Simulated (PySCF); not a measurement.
Ligands exchanged one at a time, Ge OH-SH. Isolated molecules, 0 K electronic values unless said otherwise. One relaxed conformer stands for each flexible species; it need not be the lowest. Strings in code marks are SMILES.

These are PBE-D3(BJ)/def2-TZVP // B3LYP-D3(BJ)/def2-TZVP (PySCF) values and carry that method's errors. All candidates: neutral, multiplicity 1. Excitations are Tamm–Dancoff values on a coarser integration grid. The basis has no diffuse functions, so Rydberg states are missing or too high.

| Item | Result |
|---|---|
| HOMO–LUMO gap | 4.12 eV |
| S1 excitation (TDA) | 4.26 eV |
| LUMO | -2.15 eV |

**Question.** Say which member has these values.
(A) `[OH][Ge]([SH])([SH])[SH]`
(B) `[OH][Ge]([OH])([SH])[SH]`
(C) `[SH][Ge]([SH])([SH])[SH]`
(D) `[OH][Ge]([OH])([OH])[OH]`

**Answer.** A, `[OH][Ge]([SH])([SH])[SH]`. The others give `[OH][Ge]([OH])([OH])[OH]`: 6.06 eV, 6.21 eV, -1.34 eV; `[OH][Ge]([OH])([SH])[SH]`: 4.78 eV, 4.94 eV, -1.77 eV; `[SH][Ge]([SH])([SH])[SH]`: 3.77 eV, 3.88 eV, -2.48 eV
